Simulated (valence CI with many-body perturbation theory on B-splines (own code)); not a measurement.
## E1 transitions of Bi LIII

Level of theory: valence CI with perturbative core correlation (CI+MBPT): three valence electrons over a frozen Dirac-Fock core [Ar] 3d10, a basis of 11 s, 11 p, 9 d, 7 f, 5 g, 2 h, 1 i functions for each j, with the one-electron correlation potential Σ1, the two-electron term Σ2, the three-electron term Σ3, Breit, model QED; selected CI, second order for the rest (own B-spline code, finite nucleus).

No measured spectrum was set against this ion. As an estimate, large intervals hold to a few tenths of a per cent, small ones and those within an open d or f shell to about a per cent.

Lines 1 to 50 of 270 in falling wavelength, among levels below 857.83 eV, chosen from the strongest by gf and those to the six lowest levels. Wavelengths and rates use the calculated energies. Electric multipoles are in the length gauge, E1 and E2 with the static RPA response of the core. Weak lines are less certain than strong ones. Lines between different terms over intervals too small for the method are left out, as are lines whose strength nearly cancels. The highest levels of a list are the least certain.

Levels are named by their leading jj configuration (3d3/2^4 stands for four electrons in 3d with j = 3/2), which in mixed levels can hold well under half, so a name can repeat and another be missing. Letters in brackets count levels of one name in rising energy.

```tsv
λ vac (Å)	Upper	Lower	A (s⁻¹)	S (a.u.)
205.1	(4s^2 4p3/2) J=3/2	(4s 4p1/2^2) J=1/2	2.05e+07	3.49e-04
123.3	(4p1/2 4p3/2 4d3/2) J=7/2	(4s 4p3/2 4d3/2) J=5/2 [b]	1.06e+10	7.88e-02
118.7	(4s 4p1/2 4d3/2) J=5/2	(4s^2 4d3/2) J=3/2	1.67e+10	8.28e-02
118.5	(4s 4p1/2 4p3/2) J=3/2 [a]	(4s^2 4p3/2) J=3/2	3.59e+09	1.18e-02
116.0	(4p1/2 4p3/2 4d5/2) J=9/2	(4s 4p3/2 4d5/2) J=7/2 [b]	8.63e+09	6.66e-02
112.0	(4p1/2 4p3/2 4d5/2) J=7/2 [b]	(4s 4p3/2 4d5/2) J=5/2 [b]	1.92e+10	1.06e-01
110.7	(4p1/2 4p3/2^2) J=5/2	(4s 4p3/2^2) J=3/2	1.61e+10	6.47e-02
109.3	(4s 4p1/2 4f5/2) J=7/2	(4s^2 4f5/2) J=5/2	2.16e+10	1.11e-01
108.8	(4p1/2^2 4d3/2) J=3/2	(4s 4p1/2 4d3/2) J=3/2 [b]	1.92e+10	4.89e-02
108.7	(4s 4p1/2 4d5/2) J=7/2	(4s^2 4d5/2) J=5/2	2.45e+10	1.24e-01
108.0	(4s 4p1/2 4p3/2) J=5/2	(4s^2 4p3/2) J=3/2	2.09e+10	7.81e-02
106.9	(4s 4p1/2 4f7/2) J=9/2	(4s^2 4f7/2) J=7/2	3.10e+10	1.87e-01
106.9	(4p1/2^2 4d3/2) J=3/2	(4s 4p1/2 4d3/2) J=1/2	1.70e+10	4.09e-02
106.1	(4p1/2 4p3/2 4d5/2) J=9/2	(4s 4p3/2 4d5/2) J=7/2 [a]	1.42e+10	8.35e-02
104.7	(4s 4p1/2 4f7/2) J=7/2 [b]	(4s^2 4f7/2) J=7/2	2.67e+10	1.21e-01
104.7	(4p1/2 4p3/2 4d5/2) J=3/2 [b]	(4s 4p3/2 4d5/2) J=3/2 [b]	2.11e+10	4.79e-02
104.4	(4p1/2 4p3/2 4d3/2) J=5/2 [a]	(4s 4p3/2 4d3/2) J=5/2 [a]	1.90e+10	6.39e-02
104.2	(4p1/2 4p3/2 4d3/2) J=5/2 [a]	(4s 4p3/2 4d3/2) J=3/2 [a]	1.11e+10	3.71e-02
104.1	(4s 4p1/2 4f5/2) J=5/2 [b]	(4s^2 4f5/2) J=5/2	2.36e+10	7.89e-02
104.1	(4p1/2 4p3/2 4d5/2) J=1/2	(4s 4p3/2 4d5/2) J=3/2 [b]	3.50e+10	3.89e-02
103.4	(4s 4p1/2 4f7/2) J=5/2	(4s^2 4f7/2) J=7/2	2.94e+10	9.63e-02
103.4	(4s 4p1/2 4f5/2) J=3/2	(4s^2 4f5/2) J=5/2	2.48e+10	5.41e-02
102.9	(4p1/2^2 4p3/2) J=3/2	(4s 4p1/2 4p3/2) J=3/2 [b]	2.36e+10	5.08e-02
102.5	(4s 4p1/2^2) J=1/2	(4s^2 4p1/2) J=1/2	4.78e+10	5.08e-02
102.4	(4s 4p1/2 4d5/2) J=5/2 [b]	(4s^2 4d5/2) J=5/2	2.42e+10	7.68e-02
102.1	(4p1/2 4p3/2 4d3/2) J=3/2 [a]	(4s 4p3/2 4d3/2) J=3/2 [a]	2.09e+10	4.40e-02
101.8	(4s 4p1/2 4d3/2) J=3/2 [b]	(4s^2 4d3/2) J=3/2	2.04e+10	4.24e-02
101.7	(4p1/2 4p3/2 4d5/2) J=5/2 [a]	(4s 4p3/2 4d5/2) J=3/2 [a]	2.45e+10	7.62e-02
101.4	(4p1/2^2 4d5/2) J=5/2	(4s 4p1/2 4d5/2) J=3/2	2.81e+10	8.69e-02
100.8	(4p1/2 4p3/2 4d5/2) J=3/2 [b]	(4s 4p3/2 4d5/2) J=1/2	2.63e+10	5.32e-02
100.8	(4s 4p1/2 4d5/2) J=3/2	(4s^2 4d5/2) J=5/2	3.17e+10	6.40e-02
100.7	(4p1/2 4p3/2 4d3/2) J=7/2	(4s 4p3/2 4d3/2) J=7/2	2.28e+10	9.20e-02
100.4	(4p1/2 4p3/2 4d5/2) J=7/2 [b]	(4s 4p3/2 4d5/2) J=7/2 [b]	1.10e+10	4.38e-02
99.83	(4p1/2^2 4d5/2) J=5/2	(4s 4p1/2 4d5/2) J=5/2 [b]	3.52e+10	1.04e-01
99.51	(4p1/2 4p3/2 4d5/2) J=5/2 [b]	(4s 4p3/2 4d5/2) J=7/2 [b]	2.19e+10	6.39e-02
99.37	(4p1/2 4p3/2^2) J=1/2	(4s 4p3/2^2) J=1/2	5.36e+10	5.20e-02
98.91	(4p1/2^2 4f5/2) J=5/2	(4s 4p1/2 4f5/2) J=3/2	3.67e+10	1.05e-01
98.20	(4p1/2^2 4f5/2) J=5/2	(4s 4p1/2 4f5/2) J=5/2 [b]	4.67e+10	1.31e-01
97.38	(4p1/2 4p3/2 4d5/2) J=3/2 [a]	(4s 4p3/2 4d5/2) J=5/2 [a]	4.88e+10	8.89e-02
96.31	(4s 4p1/2 4p3/2) J=3/2 [b]	(4s^2 4p3/2) J=3/2	3.11e+10	5.48e-02
96.22	(4p1/2 4p3/2 4d5/2) J=5/2 [a]	(4s 4p3/2 4d5/2) J=5/2 [a]	3.08e+10	8.13e-02
94.57	(4s 4p1/2 4p3/2) J=1/2	(4s^2 4p3/2) J=3/2	3.91e+10	3.26e-02
94.49	(4p1/2^2 4d5/2) J=5/2	(4s 4p1/2 4d5/2) J=7/2	7.29e+10	1.82e-01
94.40	(4p1/2^2 4d3/2) J=3/2	(4s 4p1/2 4d3/2) J=5/2	8.03e+10	1.33e-01
94.05	(4p1/2^2 4f5/2) J=5/2	(4s 4p1/2 4f5/2) J=7/2	7.30e+10	1.80e-01
92.87	(4p1/2 4p3/2 4d5/2) J=7/2 [b]	(4s 4p3/2 4d5/2) J=7/2 [a]	1.89e+10	5.97e-02
92.82	(4p1/2 4p3/2 4d5/2) J=7/2 [a]	(4s 4p3/2 4d5/2) J=9/2	6.01e+10	1.90e-01
92.51	(4p1/2 4p3/2^2) J=3/2	(4s 4p3/2^2) J=5/2	6.10e+10	9.53e-02
92.23	(4p1/2^2 4p3/2) J=3/2	(4s 4p1/2 4p3/2) J=5/2	8.62e+10	1.33e-01
92.13	(4p1/2 4p3/2 4d5/2) J=5/2 [b]	(4s 4p3/2 4d5/2) J=7/2 [a]	3.23e+10	7.49e-02
```
